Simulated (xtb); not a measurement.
xtb input (GFN1-xTB):

```bash
xtb mol.xyz --gfn 1 --sp --chrg 1 --uhf 0
```
mol.xyz:
```
3

Bi     0.04526340    -0.03284952     0.95363610
I      1.09068113     1.82953112    -0.73803030
I     -1.16156533    -1.77808754    -0.75539981
```

End of the output:

```
         :::::::::::::::::::::::::::::::::::::::::::::::::::::
         ::                     SUMMARY                     ::
         :::::::::::::::::::::::::::::::::::::::::::::::::::::
         :: total energy              -9.750212544673 Eh    ::
         :: gradient norm              0.007241341662 Eh/a0 ::
         :: HOMO-LUMO gap              2.033382661117 eV    ::
         ::.................................................::
         :: SCC energy                -9.763600787197 Eh    ::
         :: -> electrostatic           0.136652966221 Eh    ::
         :: repulsion energy           0.014939627768 Eh    ::
         :: dispersion energy         -0.001551385244 Eh    ::
         :: halogen bond corr.         0.000000000000 Eh    ::
         :: add. restraining           0.000000000000 Eh    ::
         :: total charge               1.000000000000 e     ::
         :::::::::::::::::::::::::::::::::::::::::::::::::::::

           -------------------------------------------------
          |                Property Printout                |
           -------------------------------------------------

    * Orbital Energies and Occupations

         #    Occupation            Energy/Eh            Energy/eV
      -------------------------------------------------------------
         1        2.0000           -1.1118948             -30.2562
         2        2.0000           -1.0679309             -29.0599
         3        2.0000           -1.0638187             -28.9480
         4        2.0000           -0.6640098             -18.0686
         5        2.0000           -0.6474003             -17.6167
         6        2.0000           -0.6303813             -17.1535
         7        2.0000           -0.6096917             -16.5906
         8        2.0000           -0.6052956             -16.4709
         9        2.0000           -0.6050829             -16.4651 (HOMO)
        10                         -0.5303575             -14.4318 (LUMO)
        11                         -0.4197802             -11.4228
        12                         -0.3909823             -10.6392
        13                         -0.2603133              -7.0835
        14                         -0.2592622              -7.0549
        15                         -0.2550831              -6.9412
        16                         -0.2532655              -6.8917
        17                         -0.2486710              -6.7667
Note: The following floating-point exceptions are signalling: IEEE_DENORMAL
normal termination of xtb
        18                         -0.2410195              -6.5585
        19                         -0.2371053              -6.4520
        20                         -0.2061510              -5.6097
       ...                                ...                  ...
        22                          0.0244971               0.6666
      -------------------------------------------------------------
                  HL-Gap            0.0747254 Eh            2.0334 eV
             Fermi-level           -0.5677202 Eh          -15.4485 eV

  Mulliken/CM5 charges         n(s)   n(p)   n(d)
     1Bi    0.87415  0.86157   2.054  2.072  0.000
     2I     0.06293  0.06922   1.996  4.975 -0.034
     3I     0.06293  0.06922   1.996  4.975 -0.034

Wiberg/Mayer (AO) data.
largest (>0.10) Wiberg bond orders for each atom

 ---------------------------------------------------------------------------
     #   Z sym  total        # sym  WBO       # sym  WBO       # sym  WBO
 ---------------------------------------------------------------------------
     1  83 Bi   2.542 --     2 I    1.271     3 I    1.271
     2  53 I    1.394 --     1 Bi   1.271     3 I    0.123
     3  53 I    1.394 --     1 Bi   1.271     2 I    0.123
 ---------------------------------------------------------------------------

Topologies differ in total number of bonds
Writing topology from bond orders to xtbtopo.mol

 dipole moment from electron density (au)
     X       Y       Z
   0.0918  -0.0666   1.9344  total (Debye):    4.925

           -------------------------------------------------
          | TOTAL ENERGY               -9.750212544673 Eh   |
          | GRADIENT NORM               0.007241341662 Eh/α |
          | HOMO-LUMO GAP               2.033382661117 eV   |
           -------------------------------------------------

------------------------------------------------------------------------
------------------------------------------------------------------------
 total:
 SCF:
```
